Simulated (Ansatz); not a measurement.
## Ligand exchange: BH2F + Si(CH3)3(NH2) → BH2(NH2) + Si(CH3)3F

Species: BH2F `BF`, singlet; Si(CH3)3(NH2), singlet; BH2(NH2), singlet; Si(CH3)3F (trimethylsilyl fluoride), singlet. The partners trade F for NH2: B–F and Si–NH2 bonds give way to B–NH2 and Si–F.

Shapes, held fixed at every level: PBE0-D4/def2-TZVP. Flexible molecules stand in one conformer, not always the lowest. Programs: Ansatz 0.2.0. The zero-point and thermal change to 298 K, harmonic and unscaled (PBE0-D4/def2-TZVP), is +4.6 kJ/mol.

Task: Estimate ΔH(298 K) of this reaction.

Result: The highest level, CCSD(T)/CBS estimate, gives ΔH(298 K) = -97.8 kJ/mol; the levels span -108.6 to -92.8. The column of differences is taken from that level and isn't an error. No measured value is set beside it here. The CBS estimate extrapolates MP2 from def2-TZVPP and def2-QZVPP and adds CCSD(T) − MP2 in the triple-zeta set, cores frozen. Times are processor times on shared x86 and Arm servers, and rough.

```json
{"level": "HF/def2-SVP", "kind": "Hartree–Fock", "ΔH(298 K) (kJ/mol)": "-92.8", "less CCSD(T)/CBS estimate": "+5.0", "CPU time (sum over the molecules)": "–"}
{"level": "SPW92/def2-TZVPP", "kind": "LDA", "ΔH(298 K) (kJ/mol)": "-108.6", "less CCSD(T)/CBS estimate": "-10.8", "CPU time (sum over the molecules)": "15 s"}
{"level": "r2SCAN-D4/def2-TZVPP", "kind": "meta-GGA", "ΔH(298 K) (kJ/mol)": "-103.3", "less CCSD(T)/CBS estimate": "-5.5", "CPU time (sum over the molecules)": "48 s"}
{"level": "BHLYP-D4/def2-TZVPP", "kind": "global hybrid", "ΔH(298 K) (kJ/mol)": "-99.0", "less CCSD(T)/CBS estimate": "-1.2", "CPU time (sum over the molecules)": "34 s"}
{"level": "MP2/def2-TZVPP", "kind": "perturbation theory", "ΔH(298 K) (kJ/mol)": "-95.2", "less CCSD(T)/CBS estimate": "+2.6", "CPU time (sum over the molecules)": "–"}
{"level": "CCSD(T)/def2-SVP", "kind": "coupled cluster or CI", "ΔH(298 K) (kJ/mol)": "-95.7", "less CCSD(T)/CBS estimate": "+2.1", "CPU time (sum over the molecules)": "75 s"}
{"level": "CCSD(T)/CBS estimate", "kind": "coupled cluster or CI", "ΔH(298 K) (kJ/mol)": "-97.8", "less CCSD(T)/CBS estimate": "0.0", "CPU time (sum over the molecules)": "51 min"}
```
